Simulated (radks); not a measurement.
The numbers below are computed, except where a source is named.
Spherical quantum dot in the effective-mass picture: electrons in a hard-walled sphere of radius 8.62, with a point charge +1 (a donor) at the centre, all in effective atomic units (hartree* = m*/eps^2 hartree, bohr* = eps/m* bohr), one dielectric constant everywhere. Level of theory: non-relativistic Kohn-Sham, exchange-only LDA, spin-polarised, spherical densities (a radial shooting solver with Libxc functionals). Levels are named by radial order and angular momentum (1s, 1p, 1d, 2s, ...), and open shells are averaged over m. Results are scaled to m* = 0.347 and eps = 6.5, for which hartree* = 223.5 meV and bohr* = 0.9913 nm. Each electron was tried in the lowest free levels, single moves between levels near the top were tried too, and the lowest total energy was kept; such a search can miss a lower state. At N = 1 the Hartree and exchange-correlation terms need not cancel, so that row can carry a self-interaction error.

N,open shells,2S,E (meV),mu = E(N) - E(N-1) (meV),addition energy mu(N+1) - mu(N) (meV),e(HOMO) (meV),rms radius (nm)
1,"1s(up 1, down 0)",1,-102.142,-102.14,107.9,-55.133,1.848
2,none,0,-96.4026,5.7394,62.54,25.675,2.916
3,"1p(up 1, down 0)",1,-28.1209,68.282,28.78,82.076,4.125
4,"1p(up 2, down 0)",2,68.9444,97.065,30.71,112.29,4.690
5,"1p(up 3, down 0)",3,196.725,127.78,42.64,143.34,5.031
6,"1p(up 3, down 0) 2s(up 1, down 0)",4,367.148,170.42,35.10,180.68,5.216
7,"1p(up 3, down 1) 2s(up 1, down 0)",3,572.675,205.53,27.91,219.06,5.418
8,"1p(up 3, down 2) 2s(up 1, down 0)",2,806.114,233.44,29.41,248.02,5.563
9,"2s(up 1, down 0)",1,1068.96,262.85,43.14,277.76,5.677
10,"1d(up 1, down 0) 2s(up 1, down 0)",2,1374.95,305.99,29.62,320.76,5.784
11,"1d(up 2, down 0) 2s(up 1, down 0)",3,1710.55,335.60,29.77,350.47,5.874
12,"1d(up 3, down 0) 2s(up 1, down 0)",4,2075.92,365.37,29.85,380.29,5.951
13,"1d(up 4, down 0) 2s(up 1, down 0)",5,2471.14,395.22,29.89,410.16,6.019
14,"1d(up 5, down 0) 2s(up 1, down 0)",6,2896.25,425.11,40.74,440.06,6.079
15,"1d(up 5, down 1) 2s(up 1, down 0)",5,3362.10,465.85,28.85,480.22,6.133
16,"1d(up 5, down 2) 2s(up 1, down 0)",4,3856.79,494.69,29.07,509.20,6.182
17,"1d(up 5, down 3) 2s(up 1, down 0)",3,4380.56,523.76,29.21,538.35,6.227
18,"1d(up 5, down 4) 2s(up 1, down 0)",2,4933.53,552.97,29.30,567.61,6.267
19,"2s(up 1, down 0)",1,5515.81,582.27,45.98,596.94,6.305
20,"2s(up 1, down 0) 1f(up 1, down 0)",2,6144.06,628.26,29.12,642.81,6.343
21,"2s(up 1, down 0) 1f(up 2, down 0)",3,6801.44,657.38,29.17,671.95,6.378
22,"2s(up 1, down 0) 1f(up 3, down 0)",4,7487.98,686.54,-,701.14,6.410

All shells are closed at N = 2 (there: 1s2); the second difference of the energy has clear peaks (12 % above both neighbours; the first and last values, which can be the largest, are not judged, and half-filled shells can peak too) at N = 5, 9, 14, 19.
